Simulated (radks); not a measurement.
Question: Radial electron density D(r) = 4 pi r^2 rho(r) of an atom or ion with 56 electrons. All-electron calculation, Dirac Kohn-Sham, BLYP, spin-unpolarised, spherical densities, finite nucleus; Fermi nuclear charge, rms radius of each element as measured or else 0.836 A^(1/3) + 0.57 fm. Program: a radial shooting solver on a logarithmic mesh with Libxc functionals.

```
   r/bohr * D(r) (the largest magnitude, 104, reaches the edge; | marks zero)
 0.002278 |     *
 0.003014 |         *
 0.004019 |             *
 0.005361 |                    *
 0.007093 |                           *
 0.009461 |                                  *
  0.01262 |                                        *
   0.0167 |                                          *
  0.02227 |                                        *
   0.0297 |                                     *
   0.0393 |                                       *
  0.05241 |                                               *
   0.0699 |                                                      *
  0.09249 |                                                  *
   0.1234 |                                         *
   0.1645 |                                           *
   0.2177 |                                               *
   0.2904 |                               *
   0.3842 |                  *
   0.5124 |                    *
   0.6834 |                 *
   0.9043 |        *
    1.206 |     *
    1.609 |   *
    2.128 |*
    2.839 *
    3.786 *
     5.01 *
```

What is the nuclear charge?

Answer: Z = 60. The innermost maximum, from 1s, lies near gamma/Z bohr with gamma = sqrt(1 - (Z/c)^2) = 0.899, here 0.015 bohr (found: 0.0166), and its height grows with Z. The density is that of the neodymium ion Nd4+ in [Xe] 4f2; the configuration itself is not fixed sharply by these data, and Z only to a few units. D(r) has 4 maxima, at r = 0.0166, 0.0728, 0.204, 0.564 bohr, and minima at 0.0319, 0.135, 0.410 bohr, inside which lie 2.01, 11.20, 29.03 electrons.
